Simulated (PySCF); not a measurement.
Cl₃Y, SMILES [Cl][Y-]([Cl])[Cl] (connectivity only; charge and spin as stated), charge -1, multiplicity 2. Atoms are numbered in the order given.

```xyz
4

Y      0.0000     0.0000     0.0000
Cl     2.5486     0.0000     0.0000
Cl    -1.2743     2.2071     0.0000
Cl    -1.2743    -2.2071     0.0000
```
Charge -1, spin multiplicity 2.

Geometry optimised at B3LYP-D3(BJ)/def2-SVPD. The spin state was assumed, not searched. The def2 effective core potentials stand for the cores of Y; spin–orbit coupling is left out.

All values below come from CAM-B3LYP/def2-TZVPD in PySCF.

Mulliken values depend strongly on the basis, most of all with diffuse functions as here. ESP charges are fitted to the potential on shells at 1.4 to 2.0 van der Waals radii. Atomic charges (e):

```
atom  Mulliken  ESP fit  Mulliken spin
----  --------  -------  -------------
Y1        0.79     0.50           1.08
Cl2      -0.60    -0.50          -0.03
Cl3      -0.60    -0.50          -0.03
Cl4      -0.60    -0.50          -0.03
```
